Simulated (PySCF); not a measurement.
Gas-phase reaction: 2 GeF₄ + H₂ ⇌ 2 GeHF₃ + 2 F, at 600 K and a standard pressure of 1 bar. Level: HF/def2-TZVP†.

Method: PySCF energies plus ideal-gas RRHO corrections (1 bar). † marks an energy on the PBE0/def2-TZVP geometry and frequencies. Open shells (unrestricted): F (multiplicity 2, electronic degeneracy 6); the rest are closed-shell singlets. Spin-orbit splitting is ignored; it lowers the true energy and changes the entropy of F. Ge: all electrons, no relativistic terms. GeHF₃: computed as isolated molecules; such fragments, hydroxides, amides, oligomers or adducts are transient or little studied in the gas. The harmonic model lacks anharmonicity and excited electronic states, which grow with temperature; levels with a mode under 35 cm⁻¹ are left out.

```json
[
 {"species": "GeF₄", "E (Ha)": "-2473.46989", "H(600 K) − E (kJ/mol)": "71.1", "S°(600 K) (J/mol/K)": "366.8"},
 {"species": "H₂", "E (Ha)": "-1.13248", "H(600 K) − E (kJ/mol)": "43.9", "S°(600 K) (J/mol/K)": "150.8"},
 {"species": "GeHF₃", "E (Ha)": "-2374.52699", "H(600 K) − E (kJ/mol)": "80.2", "S°(600 K) (J/mol/K)": "351.9"},
 {"species": "F", "E (Ha)": "-99.41180", "H(600 K) − E (kJ/mol)": "12.5", "S°(600 K) (J/mol/K)": "175.0"}
]
```
E: electronic energy; H − E holds the zero-point and thermal terms. 1 Ha = 2625.5 kJ/mol.

**Question.** Work out ΔH°, ΔS°, ΔG° and log10 K from these numbers.

**Answer.** 1. ΔE = 2×(-2374.52699) + 2×(-99.41180) − 2×(-2473.46989) − 1×(-1.13248) = 0.19468 Ha = 511.1 kJ.
2. Δ(H − E) = 2×(80.2) + 2×(12.5) − 2×(71.1) − 1×(43.9) = -0.7 kJ, so ΔH° = 510.4 kJ.
3. ΔS° = 2×(351.9) + 2×(175.0) − 2×(366.8) − 1×(150.8) = 169.4 J/K; the number of gas molecules changes by +1.
4. ΔG° = ΔH° − TΔS° = 510.4 − 600×(169.4)/1000 = 408.8 kJ.
5. log10 K = −ΔG°/(RT ln 10) = -35.58, with RT ln 10 = 11.49 kJ/mol; at standard pressures the reactants are favoured.
6. A shift of 10 kJ in ΔE would move log10 K by 0.87 here.
For scale, ΔH°(298 K) is 512 kJ at this level, 760 kJ at ωB97M-V/def2-TZVP†, and runs from 481 to 906 kJ over the 20 levels computed.
